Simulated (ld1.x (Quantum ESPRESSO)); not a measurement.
**PBE TM dataset for aluminium, non-relativistic all-electron reference.**

* Element: aluminium
* Generator: ld1.x (Quantum ESPRESSO) 7.5
* Type: norm-conserving Troullier–Martins (Kleinman–Bylander form)
* Functional: PBE
* Relativity: non-relativistic
* Frozen core: [Ne]
* Valence charge: 3
* Reference configuration: 3s2 3p0.75 (charge +0.25)
* Partial waves: 3s (bound): rc 2.15 bohr; 3d channel at -0.15 Ry: rc 2.35 bohr; 3p (bound): rc 2.85 bohr
* Local potential: the p channel
* Core correction: Bessel-smoothed model core inside 1.45 bohr

What the tests gave:

* Cutoffs needed: 10 Ry and 25 Ry (the cutoffs (Ry, on a coarse ladder) from which the occupation-weighted sum of valence levels, in a spherical-Bessel basis at the reference potential, stays within 10 and 1 mRy of its value at 400 Ry)
* Ghost test: no extra level below or beside the all-electron valence levels (s, d, p, f tested) (spherical-Bessel basis up to 400 Ry, 20 bohr box)
* Largest excitation error: -7.4 meV (all-electron minus pseudo) for 3s0 3p3, out of 7 test configurations

Generation and tests took about 0.83 s on one core of a shared server CPU.
